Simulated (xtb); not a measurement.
xtb input:

```bash
xtb mol.xyz --gfnff --opt tight --chrg 0 --uhf 0
```
mol.xyz:
```
4

F     -1.44034730     1.69537600     0.04323612
Ga    -0.73270383     0.10474354     0.00924704
F     -1.85822761    -1.22382885    -0.00160668
Br     1.49717122    -0.21402783    -0.01889495
```

Problem. Which total energy does the run end on?

Solution. -0.26014 Eh (GFN-FF).
